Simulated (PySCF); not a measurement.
C3H5BN2O, SMILES NB1C=CN=CO1.

The structure is a stationary point at TPSSh-D3(BJ)/def2-SVP. This is a generated structure with no PubChem entry under its InChIKey; it may be hypothetical. One conformer was computed; it need not be the lowest.

Computed with M06-2X/def2-TZVP in PySCF.

Gas-phase values at a fixed geometry.

```
Item                                                                                                            Value
---------------------------------------------------------------------------------------------  ----------------------
total energy                                                                                       -326.99002 hartree
point group                                                                                                        Cs
highest occupied level                                                                                       -8.03 eV
lowest empty level                                                                                           -0.23 eV
orbital gap                                                                                                   7.80 eV
dipole moment                                                                                                  2.47 D
quadrupole, principal values (traceless, Buckingham form, about the centre of nuclear charge)   -6.56, 0.81, 5.75 D·Å
mean static polarisability                                                                       63.2 bohr³ (9.37 Å³)
polarisability, principal values                                                               39.6, 68.2, 81.8 bohr³
```
